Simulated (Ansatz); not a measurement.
Computed with Ansatz on PBE0-D4/def2-TZVP structures; ΔE is electronic, products minus reactants. CCSD(T)/CBS is the MP2 limit (def2-TZVPP, def2-QZVPP) plus CCSD(T) − MP2 in def2-TZVPP, frozen cores. Functionals use def2-TZVPP. B3LYP here is the variant with VWN-RPA as its local correlation; programs differ in this. Each species was taken in one conformer, which may not be the lowest.

Consider the cleavage of the Si–Si bond: `F[Si](F)([SiH3])Cl` + `OB(O[SiH3])O[SiH3]` → `[SiH3]OB(O[SiH3])O[SiH3]` + `F[SiH](F)Cl`.

Is it downhill or uphill in electronic energy at CCSD(T)/CBS, and by how much? (Best estimate.)

Computed: Downhill: ΔE = -109.2 kJ/mol.

What do these levels give: PBE-D4, PBE0-D4, B3LYP-D4, r2SCAN, PBE0, B3LYP, SCS-MP2/def2-TZVPP, CCSD/def2-TZVPP, CCSD(T)/def2-TZVPP, HF/CBS(def2), MP2/CBS(def2), CCSD/CBS(def2)? (An estimate is asked.)

Ansatz gave: PBE-D4 -77.8, PBE0-D4 -87.6, B3LYP-D4 -103.5, r2SCAN -99.1, PBE0 -88.3, B3LYP -105.5, SCS-MP2/def2-TZVPP -123.8, CCSD/def2-TZVPP -115.2, CCSD(T)/def2-TZVPP -112.2, HF/CBS(def2) -137.1, MP2/CBS(def2) -116.6, CCSD/CBS(def2) -112.2 kJ/mol.

Largest T1 diagnostic among the species: 0.012.

From PBE to PBE0 (25 % exact exchange), in def2-TZVPP and without D4, ΔE moves by −9.6 kJ/mol. In def2-TZVPP, CCSD(T) changes the Hartree–Fock value by +22.6 kJ/mol (the triples alone add +3.0 kJ/mol) and MP2 by +15.3 kJ/mol.
